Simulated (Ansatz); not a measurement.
Single points on the cluster Pb2O3.

```yaml
crystal:
  periodic: [false, false, false]
  atoms:
    - {symbol: Pb, position_ang: [1.897416, -0.005994, -0.044664]}
    - {symbol: Pb, position_ang: [-1.589318, 1.036690, 0.039683]}
    - {symbol: O, position_ang: [-1.053021, -1.099362, 0.022821]}
    - {symbol: O, position_ang: [0.276834, -1.497124, -0.009297]}
    - {symbol: O, position_ang: [0.468078, 1.565790, -0.008533]}
basis:
  gaussian: {orbitals: def2-TZVP, initial_orbitals: start.molden}
hamiltonian: {xc: pbe0, dispersion: d4}
scf: {omitted_lower_state_checks: [starts]}
output: {orbitals: {seedname: orbitals}}
```

The file start.molden holds the orbitals of an earlier run on this structure, at another level or in another basis.

```sh
$ ansatz run in.yaml --threads 4 --pin off --events-out ev --progress --plain --max-ram 4787MiB
```

It prints (some lines left out):

```
Functional definition: PBE0
1313 factors; their error is unknown
mean field evaluation 1: about -16588.5054 eV, gradient 1.9e2 eV
mean field evaluation 2: about -16612.4999 eV, gradient 3.1e1 eV
mean field evaluation 4: about -16623.7006 eV, gradient 6.2e1 eV
mean field evaluation 8: about -16633.3626 eV, gradient 1.2e-2 eV
mean field -16633.45730138 eV, -611.2682812633 hartree, gradient 2.3e-5 eV, S^2 0.000000; 0 other end points of the search recorded, 0 dependent functions left out
reference -16633.45733632 eV, -611.2682825473 hartree; 34, 34 occupied and 159, 159 virtual orbitals, 1313 factors
Total energy: -16633.62471729 eV, -611.2744336846 hartree
Checks for a lower state left out: starts
```

Run time 2.9 s (4 threads of Arm Neoverse V2 on a shared host).

The first input with `hamiltonian: {xc: pbe, dispersion: d4}`, `output: {forces: true, orbitals: {seedname: orbitals}}` (abridged; 1.9 s):

```
Functional definition: PBE
mean field -16636.45851874 eV, -611.3785739670 hartree, gradient 1.8e-5 eV, S^2 0.000000
Total energy: -16636.65599719 eV, -611.3858311664 hartree
Atom 0 force    -0.525882     0.045005     0.011896 eV/Å
Atom 1 force     0.464849    -0.250423    -0.012122 eV/Å
Atom 2 force    -0.669680     0.463460     0.016952 eV/Å
Atom 3 force     0.814494     0.020304    -0.019028 eV/Å
Atom 4 force    -0.083781    -0.278346     0.002301 eV/Å
Dipole moment:     0.133164     0.445537    -0.001960 e Å
Checks for a lower state left out: starts
```

The first input with `hamiltonian: {xc: {name: BHLYP}, dispersion: d4}` (abridged; 3.1 s):

```
Functional definition: BHLYP
mean field -16629.75120265 eV, -611.1320846473 hartree, gradient 2.7e-5 eV, S^2 0.000000
Total energy: -16630.08713061 eV, -611.1444297719 hartree
Checks for a lower state left out: starts
```

The first input with `hamiltonian: {xc: lda}` (abridged; 1.5 s):

```
Functional definition: SPW92
mean field -16583.77881749 eV, -609.4426306538 hartree, gradient 2.3e-5 eV, S^2 0.000000
Total energy: -16583.77886106 eV, -609.4426322548 hartree
Checks for a lower state left out: starts
```

As the first input, with `gaussian: {orbitals: def2-SVP, initial_orbitals: start.molden}`, `hamiltonian: {xc: pbe, dispersion: d4}` (abridged; 0.7 s):

```
Functional definition: PBE
mean field -16628.27340440 eV, -611.0777765634 hartree, gradient 3.8e-5 eV, S^2 0.000000
Total energy: -16628.47087264 eV, -611.0850333870 hartree
Checks for a lower state left out: starts
```

First input, but with `correlation: {method: mp2}` and without the key `hamiltonian` (abridged; 2.6 s):

```
Functional definition: HF
mean field -16552.36561243 eV, -608.2882166605 hartree, gradient 3.5e-6 eV, S^2 0.000000
11 core orbitals not correlated: weight in the atoms' cores, before any rotation towards them, 1.000 or more for the frozen orbitals, at most 0.000 for the correlated occupied ones
second order -41.61191574 eV of doubles, -0.00000000 eV of singles
Total energy: -16593.97752817 eV, -609.8174263582 hartree
Checks for a lower state left out: starts
```

The first input with `gaussian: {orbitals: def2-TZVPP, initial_orbitals: start.molden}`, `correlation: {method: ccsd_t}` and without the key `hamiltonian` (abridged; 2 min):

```
Functional definition: HF
mean field evaluation 16: about -16543.1289 eV, gradient 1.3e0 eV
mean field evaluation 32: about -16543.0652 eV, gradient 3.1e-1 eV
mean field -16552.36561243 eV, -608.2882166605 hartree, gradient 3.5e-6 eV, S^2 0.000000
11 core orbitals not correlated: weight in the atoms' cores, before any rotation towards them, 1.000 or more for the frozen orbitals, at most 0.000 for the correlated occupied ones
second order -41.61191574 eV of doubles, -0.00000000 eV of singles
cycle   1  -37.55268368 eV  change     4.1e0 eV  update   2.7e-1
cycle   2  -38.97957645 eV  change    -1.4e0 eV  update   1.5e-1
cycle   3  -39.37048428 eV  change   -3.9e-1 eV  update   7.3e-2
cycle   4  -39.41950297 eV  change   -4.9e-2 eV  update   4.2e-2
cycle   5  -39.37831284 eV  change    4.1e-2 eV  update   2.4e-2
cycle   6  -39.37661267 eV  change    1.7e-3 eV  update   1.3e-2
cycle   7  -39.39077678 eV  change   -1.4e-2 eV  update   5.9e-3
cycle   8  -39.39000601 eV  change    7.7e-4 eV  update   2.7e-3
cycle   9  -39.38878860 eV  change    1.2e-3 eV  update   1.3e-3
cycle  10  -39.39099005 eV  change   -2.2e-3 eV  update   5.4e-4
cycle  11  -39.38996705 eV  change    1.0e-3 eV  update   3.1e-4
cycle  12  -39.38944603 eV  change    5.2e-4 eV  update   1.5e-4
cycle  13  -39.38976859 eV  change   -3.2e-4 eV  update   7.4e-5
cycle  14  -39.38967369 eV  change    9.5e-5 eV  update   3.0e-5
cycle  15  -39.38973450 eV  change   -6.1e-5 eV  update   1.7e-5
cycle  16  -39.38975713 eV  change   -2.3e-5 eV  update   6.9e-6
perturbative correction -1.68283189 eV, -0.0618429312 hartree
Total energy: -16593.43820145 eV, -609.7976064669 hartree
Checks for a lower state left out: starts
```

Geometry: PBE-D4/def2-SVP.

In the def2 sets Pb takes a core potential; there is no spin–orbit coupling. Correlated methods freeze 11 core orbitals; core or outer-core shells of Pb are correlated, in sets that lack core-valence functions. The structure holds 1 bond(s) between oxygen atoms. At CCSD(T)/def2-TZVPP T1 of the charge 0 singlet is large (up to 0.033), so the single-reference result is doubtful. Another isomer (singlet) lies 0.21 eV lower at PBE0-D4/def2-TZVP; other spin states weren't run for this one.
